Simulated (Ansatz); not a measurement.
These are frozen-core CCSD(T)/cc-pVTZ // B3LYP-D3(BJ)/def2-TZVP run with Ansatz (a program for electronic structure) values and carry that method's errors.

Ansatz 0.2 input:
```yaml
crystal:
  periodic: [false, false, false]
  atoms:
    - { symbol: C, position_ang: [1.05716, -0.006379, 1.126366] }
    - { symbol: C, position_ang: [1.49543, -0.249547, -0.296233] }
    - { symbol: C, position_ang: [0.04988, -0.072889, 0.027822] }
    - { symbol: C, position_ang: [-0.919988, 1.003612, -0.454975] }
    - { symbol: Si, position_ang: [-1.600139, -0.733708, -0.367546] }
    - { symbol: H, position_ang: [1.114657, -0.826309, 1.830444] }
    - { symbol: H, position_ang: [1.263204, 0.968182, 1.552938] }
    - { symbol: H, position_ang: [1.991798, 0.563932, -0.812042] }
    - { symbol: H, position_ang: [1.852316, -1.235588, -0.563951] }
    - { symbol: H, position_ang: [-0.715608, 1.442443, -1.427105] }
    - { symbol: H, position_ang: [-1.24184, 1.734423, 0.281031] }
    - { symbol: H, position_ang: [-2.532354, -1.094941, 0.716702] }
    - { symbol: H, position_ang: [-1.814515, -1.493229, -1.613451] }
basis:
  gaussian: { orbitals: cc-pVTZ }
correlation:
  method: ccsd_t
```

Output:

```
Functional definition: HF
1500 factors; integrals over basis functions are off by at most 8.7e-4 eV
mean field evaluation 1: about -12105.5190 eV, gradient 3.8e1 eV
mean field evaluation 2: about -12105.8412 eV, gradient 3.8e1 eV
mean field evaluation 4: about -12109.9606 eV, gradient 5.0e0 eV
mean field evaluation 8: about -12110.0434 eV, gradient 2.4e-1 eV
mean field evaluation 16: about -12105.5167 eV, gradient 3.8e1 eV
mean field -12110.04360780 eV, -445.0358941043 hartree, gradient 2.4e-6 eV, S^2 0.000000; 0 other end points of the search recorded, 0 dependent functions left out
9 core orbitals not correlated
reference -12110.04360780 eV, -445.0358941043 hartree; 14, 14 occupied and 243, 243 virtual orbitals, 1500 factors
second order -21.64382348 eV of doubles, -0.00000000 eV of singles
cycle   1  -22.20062182 eV  change   -5.6e-1 eV  update   9.8e-2
cycle   2  -22.79040570 eV  change   -5.9e-1 eV  update   2.8e-2
cycle   3  -22.87519924 eV  change   -8.5e-2 eV  update   1.2e-2
cycle   4  -22.87030132 eV  change    4.9e-3 eV  update   3.0e-3
cycle   5  -22.87125936 eV  change   -9.6e-4 eV  update   1.4e-3
cycle   6  -22.87116845 eV  change    9.1e-5 eV  update   4.4e-4
cycle   7  -22.87094502 eV  change    2.2e-4 eV  update   1.8e-4
cycle   8  -22.87095315 eV  change   -8.1e-6 eV  update   5.4e-5
cycle   9  -22.87095549 eV  change   -2.3e-6 eV  update   1.7e-5
perturbative correction -1.02601615 eV, -0.0377053979 hartree
Total energy: -12133.94057943 eV, -445.9140916138 hartree
```

Cost: about 14 core-minutes (a rough figure).
